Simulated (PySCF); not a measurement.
Match the calculated data to a structure.

All candidates are C3H11NOSi2.

* Triplet: lowest triplet excitation (Tamm–Dancoff): 6.08 eV [TDA CAM-B3LYP/def2-SVPD]
* Dipole: 1.10 D [CAM-B3LYP/def2-SVPD]
* Rotational structure: rotational constants A, B, C: 3.851, 1.119, 0.941 GHz [GFN2-xTB]
* UV, strongest line: among the 8 lowest singlet transitions: S7 at 7.85 eV (158 nm, f = 0.039) [TDDFT CAM-B3LYP/def2-SVPD]
* UV, first state: lowest singlet excitation: 6.38 eV (194 nm, f = 0.011) [TDDFT CAM-B3LYP/def2-SVPD]
* Polarisability: 93.1 au [CAM-B3LYP/def2-SVPD]

Gas-phase values; electronic properties from PySCF, density fitting. Levels stand in brackets. The structure is a single GFN2-xTB conformer in the gas phase; no vibrational or solvent corrections.

Question: Which candidate is it?
A. `C=CCN[SiH2]O[SiH3]`
B. `CO[Si@H]1CC[SiH2]N1`
C. `C=C[Si@H](O)[SiH2]NC`

Answer: B. It is `CO[Si@H]1CC[SiH2]N1`. Numbering: `[CH3:1][O:2][Si@H:3]1[CH2:4][CH2:5][SiH2:6][NH:7]1`. Its formula, C3H11NOSi2, gives 1 degree of unsaturation: 1 ring and 0 π bonds in the structure found. The optimised geometry has point group C1 and is an asymmetric top.

The others, at the same levels:
- `C=C[Si@H](O)[SiH2]NC` fails: its computed lowest singlet excitation is 5.32 eV (233 nm, f = 0.003) (against 6.38 eV), lowest triplet excitation (Tamm–Dancoff) is 4.24 eV (against 6.08 eV) and strongest line among the 8 lowest singlet transitions is S6 at 6.77 eV (183 nm, f = 0.150) (against S7 at 7.85 eV).
- `C=CCN[SiH2]O[SiH3]` fails: its computed lowest singlet excitation is 6.20 eV (200 nm, f = 0.048) (against 6.38 eV), lowest triplet excitation (Tamm–Dancoff) is 4.51 eV (against 6.08 eV) and strongest line among the 8 lowest singlet transitions is S8 at 7.64 eV (162 nm, f = 0.287) (against S7 at 7.85 eV).

Each candidate is one conformer, not necessarily the lowest. The conformers computed, where there is a choice (atom-mapped SMILES and torsion angles):
- `[CH2:1]=[CH:2][Si@H:3]([OH:4])[SiH2:5][NH:6][CH3:7]`: C1–C2–Si3–O4 -152°, C2–Si3–Si5–N6 -49°, Si3–Si5–N6–C7 179°, H–O4–Si3–C2 -58°
- `[CH2:1]=[CH:2][CH2:3][NH:4][SiH2:5][O:6][SiH3:7]`: C1–C2–C3–N4 -120°, C2–C3–N4–Si5 -84°, C3–N4–Si5–O6 179°, N4–Si5–O6–Si7 60°

The conformers of `CO[Si@H]1CC[SiH2]N1` aren't listed.
